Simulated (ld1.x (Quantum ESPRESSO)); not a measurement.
## strontium: variants of one TM potential

Base potential:

Sr, norm-conserving Troullier–Martins (Kleinman–Bylander form), made with ld1.x (Quantum ESPRESSO) 7.5 (LDA (PZ), non-relativistic). Core [Ar] 3d10, reference 4s2 4p6 4d0 5s1 5p1. Waves: 4s (bound): rc 1.25 bohr; 4p (bound): rc 1.50 bohr; 4d (bound, empty): rc 3.00 bohr. Local part: the d channel. Core correction: a·sin(br)/r model core inside 1.25 bohr.

Occupied shells without a wave of their own: 5p, 5s. They enter only through the test configuration that unscreens the potential, and ld1.x also counts them in the model core charge.

All-electron outer shells of the reference configuration (LDA (PZ), non-relativistic, ld1.x):

```tsv
shell	level (eV)	outermost node (bohr)	outermost maximum (bohr)
3d	-132.25	–	0.38
4s	-40.83	0.61	1.21
4p	-24.19	0.62	1.33
5s	-4.23	1.68	3.62
4d	-2.57	0.65	2.01
5p	-1.89	1.95	4.71
```

Cutoffs, loose and tight: the cutoffs (Ry, on a coarse ladder) from which the occupation-weighted sum of valence levels, in a spherical-Bessel basis at the reference potential, stays within 10 and 1 mRy of its value at 400 Ry. They do not see the model core or the augmentation charge, which bear on the density cutoff. Test errors are all-electron minus pseudo excitation energies from the reference, over the configurations 4s2 4p6 4d0 5s2 5p0; 4s2 4p6 4d0 5s1 5p0; 4s2 4p6 4d0 5s0 5p0; 4s2 4p6 4d0 5s0 5p2; 4s2 4p6 4d1 5s0 5p0; 4s2 4p6 4d0 5s1.5 5p0; 4s1 4p6 4d0 5s2 5p0 (two spin-polarised tests are not counted in the largest error). A dash means not determined; rows that change the core or the reference have their own tests.

With those shells counted twice in exchange and correlation these files are broken, and their errors move erratically; no question is asked of them.

A true bound ghost makes a file unfit for plane-wave use even where its test errors are small: the radial tests pick states by their node count and pass the ghost by.

```csv
change,outcome,"cutoff, loose","cutoff, tight",bound ghosts,largest test error (meV)
base,generated,70 Ry,120 Ry,none,-624
wave 4s (bound): rc 1.25 bohr becomes 4s (bound): rc 0.82 bohr,generated,over 300 Ry,over 300 Ry,s,-699
wave 4s (bound): rc 1.25 bohr becomes 4s (bound): rc 0.94 bohr,generated,180 Ry,over 300 Ry,s,-680
wave 4s (bound): rc 1.25 bohr becomes 4s (bound): rc 1.14 bohr,generated,70 Ry,140 Ry,none,-629
wave 4s (bound): rc 1.25 bohr becomes 4s (bound): rc 1.24 bohr,generated,70 Ry,120 Ry,none,-624
wave 4s (bound): rc 1.25 bohr becomes 4s (bound): rc 1.44 bohr,generated,70 Ry,110 Ry,none,-633
wave 4s (bound): rc 1.25 bohr becomes 4s (bound): rc 1.60 bohr,generated,55 Ry,90 Ry,none,-660
wave 4s (bound): rc 1.25 bohr becomes 4s (bound): rc 1.72 bohr,generated,50 Ry,90 Ry,none,-700
wave 4s (bound): rc 1.25 bohr becomes 4s (bound): rc 1.90 bohr,generated,45 Ry,80 Ry,none,-795
```

Reading the sweep of the s radius (base included, trends over the rows without a ghost): The loose cutoff falls from 70 Ry at 1.14 to 45 Ry at 1.9 bohr. A larger radius leaves more room for a smooth pseudo-wave, so fewer plane waves are needed; a smaller one forces it to follow the all-electron wave where it bends sharply. The median size of the test errors (rows with all tests solved) is not monotonic: lowest 40.6 meV at 1.6 bohr, highest 127.8 meV at 1.9 bohr. Bound ghosts are found at 0.82, 0.94 bohr.
